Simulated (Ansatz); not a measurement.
This geometry of CH$_{3}$ClFSSb (8 atoms, charge 0, multiplicity 1) is a first-order saddle point.

Method: RKS BLYP-D4/def2-SVP in Ansatz 0.2.0.

```xyz
8
Properties=species:S:1:pos:R:3
C 0.166 -0.756 1.121
S 0.589 0.892 0.401
Sb -0.395 0.859 -1.839
F -1.102 -1.048 -1.508
Cl 0.564 3.195 -2.030
H 1.111 -1.271 1.377
H -0.426 -0.587 2.040
H -0.414 -1.341 0.382
```

Q: Which two structures does it join? (They come from a converged band through this point; their orientation in space is the band's.)

A: No bond is made or broken. The height of Sb3 over the plane of its neighbours goes from 1.17 to -1.16 Å. The two ends are copies of one structure, up to a mirror image or an exchange of like atoms. The height can change sign by an inversion or by a turn that exchanges like atoms.

Image 0:

```xyz
8
Properties=species:S:1:pos:R:3
C 0.467 -0.478 0.984
S 1.601 -0.035 -0.422
Sb -0.104 0.677 -2.057
F -1.361 -0.796 -1.656
Cl -1.296 2.281 -0.678
H 1.088 -1.003 1.732
H 0.033 0.440 1.420
H -0.336 -1.143 0.620
```

Image 10:

```xyz
8
Properties=species:S:1:pos:R:3
C -0.329 -0.220 1.112
S -1.340 0.924 0.051
Sb -0.087 0.672 -2.060
F 0.144 -1.284 -1.899
Cl 2.142 1.164 -1.231
H 0.660 0.230 1.315
H -0.892 -0.350 2.054
H -0.207 -1.193 0.602
```

Q: How far does it lie above each of them?

A: 0.82 eV above the first and 0.82 eV above the second. This is the barrier of this one path; another mechanism may lie lower.

Run time: 68 s on 2 threads of AMD EPYC 9R45 96-Core Processor (Zen 5), with other jobs on the host, peak memory 0.18 GiB.
